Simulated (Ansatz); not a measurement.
Program: Ansatz. Geometries: PBE0-D4/def2-TZVP. ΔE: electronic, gas phase. CCSD(T)/CBS adds triple-zeta CCSD(T) − MP2 to the extrapolated MP2 energy (def2 sets, frozen cores). DFT in def2-TZVPP. B3LYP here is the variant with VWN-RPA as its local correlation; programs differ in this. def2 core potentials past Kr. For I outer-core shells are correlated without core-valence functions, which leaves a few kJ/mol of doubt a bond. Each species was taken in one conformer, which may not be the lowest.

Reaction (redistribution): `B[SiH](F)Cl` + `[OH][AlH][I]` → `F[SiH](Cl)I` + `[BH2][AlH][OH]`

Question: Is it downhill or uphill in electronic energy at CCSD(T)/CBS, and by how much? (An estimate is asked.)

Answer: Computed: Uphill: ΔE = +86.7 kJ/mol.

Question: What do these levels give: LDA (SPW92), BLYP-D4, B97M-V, B3LYP-D4, r2SCAN0-D4, CAM-B3LYP-D4, BLYP, B3LYP, CCSD/def2-SVP, MP2/def2-TZVPP, CCSD/def2-TZVPP, HF/def2-QZVPP? (Best estimate.)

Answer: The calculation gave: LDA (SPW92) 86.2, BLYP-D4 84.7, B97M-V 88.0, B3LYP-D4 87.2, r2SCAN0-D4 92.1, CAM-B3LYP-D4 88.7, BLYP 87.6, B3LYP 89.6, CCSD/def2-SVP 95.6, MP2/def2-TZVPP 90.2, CCSD/def2-TZVPP 90.5, HF/def2-QZVPP 97.6 kJ/mol.

Question: What do rigid-rotor, harmonic-oscillator terms from PBE0-D4/def2-TZVP frequencies (298.15 K, 1 bar) make of the CCSD(T)/CBS value? (Best estimate.)

Answer: Ansatz gave: ΔZPE = -2.4 kJ/mol, ΔH = +84.6 kJ/mol, ΔS = -1 J/(mol·K), ΔG = +85.0 kJ/mol.

Largest T1 diagnostic among the species: 0.012.

In def2-TZVPP, CCSD(T) changes the Hartree–Fock value by −9.6 kJ/mol (the triples alone add −0.9 kJ/mol) and MP2 by −8.9 kJ/mol. Leaving LDA and LC-ωPBE aside and taking each functional with its dispersion term where it has one, the values, not all of them listed here, spread over 9.1 kJ/mol, from revPBE-D4 to r2SCAN0-D4. At CCSD(T), def2-SVP lies +8.0 kJ/mol from the extrapolated value and def2-TZVPP +2.9 kJ/mol.
